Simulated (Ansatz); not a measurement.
One change: `C[O][Mo]([F])(=[S])([Cl])[Cl]` becomes `C[O][Mo]([OH])([F])(=[S])[Cl]`.

Ansatz, PBE0-D4/def2-TZVP geometries, multiplicity 1. Each molecule was computed in one conformer, which needn't be the lowest.

Elements past krypton have def2 core potentials.

| property | `C[O][Mo]([F])(=[S])([Cl])[Cl]` |
| --- | --- |
| LUMO energy (ωB97M-V/def2-TZVPP) / eV | -1.98 |
| HOMO energy (ωB97M-V/def2-TZVPP) / eV | -10.54 |
| HOMO–LUMO gap (ωB97M-V/def2-TZVPP) / eV | 8.56 |
| HOMO–LUMO gap (B3LYP/def2-TZVPP) / eV | 3.95 |
| LUMO energy (B3LYP/def2-TZVPP) / eV | -4.22 |
| LUMO energy (PBE/def2-TZVPP) / eV | -4.66 |

Problem. Give the same properties after the change, and the shifts. (Best estimate.)

Solution. The calculation gave: 
```
                               property  `C[O][Mo]([OH])([F])(=[S])[Cl]`  shift
  LUMO energy (ωB97M-V/def2-TZVPP) / eV                            -1.55   0.43
  HOMO energy (ωB97M-V/def2-TZVPP) / eV                           -10.42   0.12
HOMO–LUMO gap (ωB97M-V/def2-TZVPP) / eV                             8.87   0.31
  HOMO–LUMO gap (B3LYP/def2-TZVPP) / eV                             4.19   0.24
    LUMO energy (B3LYP/def2-TZVPP) / eV                            -3.85   0.37
      LUMO energy (PBE/def2-TZVPP) / eV                            -4.33   0.33
```

With PBE0 the HOMO rises by 0.15 eV and the LUMO rises by 0.38 eV, so the gap widens by about 0.23 eV. PBE moves the HOMO by 0.15 eV and ωB97M-V by 0.12 eV. The zero-point energy changes by 33.6 kJ/mol with +3 modes.

B3LYP here is the variant with VWN-RPA as its local correlation; programs differ in this.
